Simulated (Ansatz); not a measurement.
# What each rung costs, and what it gives

Saddle point of SiH6SeO, singlet (SiH₄O ([OH][SiH3]) + H₂Se → SiH₄SeO ([OH][SiH2][SeH]) + H₂; bonds formed: Si1–Se7, H2–H6; bonds broken: Si1–H2, H6–Se7), PBE0-D4/def2-TZVP structure:

| atom | x (Å) | y (Å) | z (Å) |
| --- | --- | --- | --- |
| Si1 | -0.5858 | -0.4970 | 0.3407 |
| H2 | 0.5595 | -1.4660 | -0.4902 |
| H3 | -1.5390 | -1.5526 | -0.0920 |
| H4 | -0.1122 | -0.7696 | 1.7113 |
| O5 | -1.4705 | 0.8056 | -0.0851 |
| H6 | 1.0688 | -0.7037 | -0.3603 |
| Se7 | 1.6476 | 1.0584 | 0.1569 |
| H8 | -1.0087 | 1.6402 | 0.0537 |
| H9 | 1.4404 | 1.4850 | -1.2352 |

Barriers are electronic and count from the start structure reached by relaxing down the imaginary mode.

Program: Ansatz 0.2.0. Basis: as named in each row. Cores are frozen in the correlated methods. Filled d shells of the heavier atoms are correlated. The def2 sets are not built for correlating such inner shells, so the correlated values are less sure here. B3LYP uses VWN-RPA correlation. Extrapolation: Hartree–Fock as exp(−7.88 √X), correlation as X^−2.97.

Times are rough, for one single point on 4 threads of a shared host (Arm Neoverse V1).

The estimate by CCSD(T) at an estimated basis limit (MP2 extrapolated from triple and quadruple zeta, plus CCSD(T) − MP2 in triple zeta) is 1.850 eV.

```json
{"method": "HF", "basis": "STO-3G", "time (s)": "under 1", "barrier (eV)": "4.391", "method less estimate": "2.541"}
{"method": "PBE-D4", "basis": "STO-3G", "time (s)": "under 1", "barrier (eV)": "2.569", "method less estimate": "0.719"}
{"method": "SPW92", "basis": "def2-SVP", "time (s)": "under 1", "barrier (eV)": "1.226", "method less estimate": "-0.624"}
{"method": "PBE-D4", "basis": "def2-SVP", "time (s)": "under 1", "barrier (eV)": "1.494", "method less estimate": "-0.355"}
{"method": "B3LYP-D4", "basis": "6-31G", "time (s)": "under 1", "barrier (eV)": "2.231", "method less estimate": "0.381"}
{"method": "SPW92", "basis": "def2-TZVPP", "time (s)": "under 1", "barrier (eV)": "1.169", "method less estimate": "-0.681"}
{"method": "PBE0-D4", "basis": "def2-SVP", "time (s)": "1", "barrier (eV)": "1.706", "method less estimate": "-0.144"}
{"method": "PBE-D4", "basis": "def2-TZVPP", "time (s)": "1", "barrier (eV)": "1.422", "method less estimate": "-0.428"}
{"method": "BLYP-D4", "basis": "def2-TZVPP", "time (s)": "2", "barrier (eV)": "1.661", "method less estimate": "-0.189"}
{"method": "BHLYP-D4", "basis": "def2-TZVPP", "time (s)": "2", "barrier (eV)": "2.028", "method less estimate": "0.178"}
{"method": "B3LYP-D4", "basis": "def2-TZVPP", "time (s)": "2", "barrier (eV)": "1.803", "method less estimate": "-0.047"}
{"method": "PBE0-D4", "basis": "def2-TZVPP", "time (s)": "2", "barrier (eV)": "1.616", "method less estimate": "-0.234"}
{"method": "CAM-B3LYP-D4", "basis": "def2-TZVPP", "time (s)": "2", "barrier (eV)": "1.944", "method less estimate": "0.094"}
{"method": "CCSD(T)", "basis": "def2-SVP", "time (s)": "3", "barrier (eV)": "2.212", "method less estimate": "0.363"}
{"method": "r2SCAN-D4", "basis": "def2-TZVPP", "time (s)": "3", "barrier (eV)": "1.564", "method less estimate": "-0.285"}
{"method": "RPA on PBE", "basis": "def2-TZVPP", "time (s)": "4", "barrier (eV)": "2.000", "method less estimate": "0.150"}
{"method": "r2SCAN0-D4", "basis": "def2-TZVPP", "time (s)": "4", "barrier (eV)": "1.694", "method less estimate": "-0.155"}
{"method": "PBE-QIDH", "basis": "def2-TZVPP", "time (s)": "4", "barrier (eV)": "1.788", "method less estimate": "-0.062"}
{"method": "wB97M-V", "basis": "def2-SVP", "time (s)": "4", "barrier (eV)": "1.907", "method less estimate": "0.057"}
{"method": "B2PLYP", "basis": "def2-TZVPP", "time (s)": "4", "barrier (eV)": "1.895", "method less estimate": "0.045"}
{"method": "wB97X-V", "basis": "def2-TZVPP", "time (s)": "6", "barrier (eV)": "1.924", "method less estimate": "0.074"}
{"method": "wB97M-V", "basis": "def2-TZVPP", "time (s)": "6", "barrier (eV)": "1.837", "method less estimate": "-0.013"}
{"method": "B97M-V", "basis": "def2-TZVPP", "time (s)": "8", "barrier (eV)": "1.775", "method less estimate": "-0.075"}
{"method": "MP2", "basis": "def2-QZVPP", "time (s)": "15", "barrier (eV)": "1.796", "method less estimate": "-0.054"}
{"method": "CCSD(T)", "basis": "def2-TZVPP", "time (s)": "71", "barrier (eV)": "1.946", "method less estimate": "0.096"}
```

All methods are single points on the PBE0-D4 structures.

T1 diagnostic: at most 0.012.

Labels in which every atom is bracketed show which atoms are joined, not bond orders.
